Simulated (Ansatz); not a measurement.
`S[SiH]1C=C1` and `C[SiH]1C=C1` differ in one atom or group.

Ansatz, PBE0-D4/def2-TZVP geometries, multiplicity 1. Each molecule was computed in one conformer, which needn't be the lowest.

```tsv
property	`S[SiH]1C=C1`
HOMO energy (ωB97M-V/def2-TZVPP) / eV	-9.12
LUMO energy (PBE0/def2-TZVPP) / eV	-0.40
HOMO energy (B3LYP/def2-TZVPP) / eV	-6.79
HOMO–LUMO gap (PBE/def2-TZVPP) / eV	4.36
HOMO energy (PBE0/def2-TZVPP) / eV	-7.00
size of the dipole moment (PBE/def2-TZVPP) / D	0.82
```

Task: What does the change do to each property? (Best estimate.)

Result: The calculation gave: 
```csv
property,`C[SiH]1C=C1`,shift
HOMO energy (ωB97M-V/def2-TZVPP) / eV,-9.37,-0.25
LUMO energy (PBE0/def2-TZVPP) / eV,-0.11,0.29
HOMO energy (B3LYP/def2-TZVPP) / eV,-7.00,-0.21
HOMO–LUMO gap (PBE/def2-TZVPP) / eV,4.85,0.49
HOMO energy (PBE0/def2-TZVPP) / eV,-7.20,-0.20
size of the dipole moment (PBE/def2-TZVPP) / D,0.68,-0.14
```

With PBE0 the HOMO falls by 0.20 eV and the LUMO rises by 0.29 eV, so the gap widens by about 0.49 eV. PBE moves the HOMO by -0.19 eV and ωB97M-V by -0.25 eV. The zero-point energy changes by 70.6 kJ/mol with +6 modes. Dipoles are sizes alone; their direction can turn.

B3LYP here is the variant with VWN-RPA as its local correlation; programs differ in this.
